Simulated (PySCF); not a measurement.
Precursor series Zr Cl-NH2. All species are isolated molecules in the gas phase. One relaxed conformer stands for each flexible species; it need not be the lowest.

The HOMO–LUMO gap from two functionals at the same geometries (TPSS-D3(BJ)/def2-SVP), both in PySCF: PBE-D3(BJ)/def2-TZVP and B3LYP-D3(BJ)/def2-TZVP. B3LYP has the VWN-RPA correlation part, as in Gaussian. 

```tsv
species	PBE-D3(BJ)/def2-TZVP (eV)
0 of 4 Cl replaced by NH2 ([Zr(Cl)4])	4.77
1 of 4 Cl replaced by NH2 ([Zr(Cl)3(NH2)])	3.89
3 of 4 Cl replaced by NH2	4.55
4 of 4 Cl replaced by NH2 ([Zr(NH2)4])	4.46
```

### Question
What does B3LYP-D3(BJ)/def2-TZVP give for each?

### Answer

- 0 of 4 Cl replaced by NH2 ([Zr(Cl)4]): 6.44
- 1 of 4 Cl replaced by NH2 ([Zr(Cl)3(NH2)]): 5.63
- 3 of 4 Cl replaced by NH2: 6.30
- 4 of 4 Cl replaced by NH2 ([Zr(NH2)4]): 6.14
Over these rows, drawn at random from the members with no instability flagged (it was tested for open shells, ions and some series alone), PBE minus B3LYP-D3(BJ): mean -1.71 eV, from -1.76 eV to -1.66 eV.
